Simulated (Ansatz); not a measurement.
Mulliken charges of Al$_{2}$Cl$_{2}$F$_{4}$, SMILES `[F][Al@-]1([Cl])[F+][Al@@-]([F])([Cl])[F+]1` from ωB97M-V/def2-TZVPP in Ansatz (PBE0-D4/def2-TZVP geometry).

| atom | x (Å) | y (Å) | z (Å) | charge (e) |
| --- | --- | --- | --- | --- |
| F1 | -0.150 | -1.266 | 2.278 | -0.314 |
| Al2 | 0.568 | -0.915 | 0.858 | 0.711 |
| Cl3 | 2.334 | -1.768 | 0.220 | -0.184 |
| F4 | -0.667 | -0.848 | -0.453 | -0.212 |
| Al5 | -0.690 | 0.931 | -0.744 | 0.711 |
| F6 | -2.081 | 1.566 | -0.180 | -0.314 |
| Cl7 | 0.152 | 1.434 | -2.558 | -0.184 |
| F8 | 0.534 | 0.866 | 0.579 | -0.212 |

Problem. By hand: the dipole of these point charges (1 e Å = 4.8032 D).

Solution. Σ q r = (0.185, -0.025, -0.174) e Å, of length 0.255 e Å = 1.22 D.

Problem. How does the dipole of the full density compare? (Estimate.)

Solution. Ansatz gave: (0.116, -0.016, -0.109) e Å, 0.77 D; the point charges give 1.58 times that, at 0° from its direction.

Point charges leave out the atoms' own dipoles, such as those of lone pairs, and Mulliken's split depends on the basis, so the two needn't agree.
